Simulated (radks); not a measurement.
Charge is removed step by step from the 5s1/2 level of Cs, starting from [Xe] 6s1. Method: Dirac Kohn-Sham, PBE, spin-unpolarised, spherical densities, finite nucleus; Fermi nuclear charge, rms radius 4.8041 fm; computed with a radial shooting solver on a logarithmic mesh with Libxc functionals.

removed (e) = 0: E - E(0) (eV) 0.000; eigenvalue (eV) -26.695; E minus straight line (eV) 0.000
removed (e) = 0.25: E - E(0) (eV) 6.971; eigenvalue (eV) -29.092; E minus straight line (eV) -0.942
removed (e) = 0.5: E - E(0) (eV) 14.555; eigenvalue (eV) -31.594; E minus straight line (eV) -1.271
removed (e) = 0.75: E - E(0) (eV) 22.775; eigenvalue (eV) -34.180; E minus straight line (eV) -0.963
removed (e) = 1: E - E(0) (eV) 31.651; eigenvalue (eV) -36.839; E minus straight line (eV) 0.000

Removing the whole electron costs 31.651 eV by Delta-SCF, against 26.695 eV from minus the eigenvalue at the starting occupation. Slater's transition state (half an electron removed) gives 31.594 eV. Integrating minus the eigenvalue over the occupation (Janak's theorem) gives 31.651 eV. The mean slope of the eigenvalue, de/dn, is 10.1 eV per electron.
